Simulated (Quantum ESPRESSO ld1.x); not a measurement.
Species: Pd2+. Configuration: [Kr] 4d7.5 5s0.5 (fractional occupations, a model configuration).

All-electron calculation, scalar-relativistic Kohn-Sham, LDA (Slater exchange, Perdew-Wang correlation), spin-polarised, spherical densities, point nucleus; open shells are filled with parallel spins first. Program: ld1.x of Quantum ESPRESSO 7.5.

Energy parts (eV):
total: -137143.31
kinetic: 142217.73
electron-nucleus: -330335.59
Hartree: 54734.72
exchange-correlation: -3760.17

Orbitals (lengths in bohr, moments of r in powers of bohr; r(90%) holds 90 % of the orbital's charge):
| orbital | occ. | eigenvalue (eV) | r(90%) | <r> | <r^2> |
|---|---|---|---|---|---|
| 1s up | 1 | -24163.6 | 0.0572 | 0.03188 | 0.001374 |
| 1s down | 1 | -24163.6 | 0.0572 | 0.03188 | 0.001374 |
| 2s up | 1 | -3553.13 | 0.214 | 0.1385 | 0.02261 |
| 2s down | 1 | -3552.68 | 0.214 | 0.1385 | 0.02260 |
| 2p up | 3 | -3190.58 | 0.197 | 0.1207 | 0.01779 |
| 2p down | 3 | -3190.22 | 0.196 | 0.1207 | 0.01779 |
| 3s up | 1 | -663.182 | 0.560 | 0.3800 | 0.1653 |
| 3s down | 1 | -662.852 | 0.560 | 0.3800 | 0.1652 |
| 3p up | 3 | -544.046 | 0.571 | 0.3792 | 0.1671 |
| 3p down | 3 | -543.689 | 0.571 | 0.3791 | 0.1670 |
| 3d up | 5 | -354.269 | 0.568 | 0.3579 | 0.1529 |
| 3d down | 5 | -353.802 | 0.567 | 0.3578 | 0.1528 |
| 4s up | 1 | -113.704 | 1.37 | 0.9401 | 1.001 |
| 4s down | 1 | -111.899 | 1.36 | 0.9390 | 0.9993 |
| 4p up | 3 | -79.3055 | 1.52 | 1.029 | 1.213 |
| 4p down | 3 | -77.4468 | 1.52 | 1.028 | 1.211 |
| 4d up | 5 | -30.2703 | 2.12 | 1.349 | 2.170 |
| 4d down | 2.5 | -28.4173 | 2.14 | 1.357 | 2.202 |
| 5s up | 0.5 | -22.0130 | 3.63 | 2.514 | 7.097 |
| 5s down | 0 | -20.7649 | 3.72 | 2.560 | 7.376 |

The highest occupied level is 5s up at -22.013 eV. Spin moment in Bohr magnetons: 3.
